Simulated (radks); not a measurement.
Values are calculated unless marked as measured or tabulated.
Question: The molybdenum ion Mo5+, 37 electrons, occupied as [Kr] 4d1. Level of theory: scalar-relativistic Kohn-Sham, PBE, spin-unpolarised, spherical densities, finite nucleus; Fermi nuclear charge, rms radius 4.4091 fm (a radial shooting solver on a logarithmic mesh with Libxc functionals). Some entries of the table are withheld. Estimate them.

orbital  occ.  eigenvalue (eV)  r(max) (bohr)  <r^2> (bohr^2)
1s          2        -19888.69        0.02287        0.001669
2s          2        -2866.946         0.1296         0.02785
2p          6        -2570.122         0.1036         0.02192
3s          2        -543.0097         0.3835          0.2104
3p          6              (1)         0.3770          0.2154
3d         10        -287.5704         0.3223          0.2065
4s          2        -127.4905         0.9790           1.307
4p          6              (2)          1.051           1.563
4d          1         -60.8149          1.240           2.410

Answer: 
(1) 3p eigenvalue (eV): -445.7278
(2) 4p eigenvalue (eV): -100.4378
